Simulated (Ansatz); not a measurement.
Frontier orbitals of ClH7OSi3, SMILES `[SiH3]O[SiH]([SiH3])Cl`.

Charge 0, multiplicity 1. The structure was optimised at the PBE0-D4/def2-TZVP level. It is one conformer, not always the lowest. Basis def2-TZVPP, Ansatz.

```
functional  HOMO (eV)  LUMO (eV)  gap (eV)
       PBE      -6.80      -1.38      5.42
    B97M-V      -7.23      -1.32      5.91
      PBE0      -8.00      -0.53      7.47
     BHLYP      -9.12       0.41      9.53
 CAM-B3LYP      -9.30       0.53      9.83
   LC-ωPBE     -10.60       1.65     12.25
   ωB97M-V     -10.07       1.22     11.29
```

Against PBE, PBE0 changes HOMO and LUMO by −1.20 and +0.85 eV, ωB97M-V by −3.27 and +2.59 eV. A gap of 5.42 eV thus becomes 11.28 eV for the same molecule, so an orbital gap means little without its functional. A positive LUMO is unbound and depends on the basis.

LC-ωPBE has ω = 0.4 bohr⁻¹.
